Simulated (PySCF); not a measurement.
Eu⁺: excitation energy

Eu⁺ [Xe] 4f7 6s1 (9S) → Eu⁺ [Xe] 4f6 6s1 6p1 (high-spin determinant), as a difference of total energies. Computed with PySCF 2.14 in ANO-RCC-VTZP, with scalar relativity by spin-free X2C-1e. Correlated levels: valence: [Kr] 4d10 frozen; valence and next inner shell: [Ar] 3d10 frozen. The calculations carry no spin-orbit coupling.

| method | excitation energy (eV) |
| --- | --- |
| UHF | 5.372 |
| LDA | 8.750 |
| PBE | 8.353 |
| PBE0 | 7.820 |
| r2SCAN | 8.056 |
| MP2 (valence) | 7.591 |
| SCS-MP2 (valence) | 6.584 |
| MP2 (valence and next inner shell) | 7.847 |
| SCS-MP2 (valence and next inner shell) | 6.889 |

Question: How much does correlation contribute at MP2 (valence and next inner shell)?

Answer: 7.847 − (5.372) = 2.475 eV, measured against UHF.

A first-order spin-orbit estimate (lowest level to lowest level, LS coupling) adds -0.516 eV.

The basis was made for the ground configuration and has no added diffuse functions, so the excitation energy can come out too high.

The determinant of the upper state mixes LS terms, which raises its energy above the lowest term, most at the Hartree-Fock and MP2 levels.
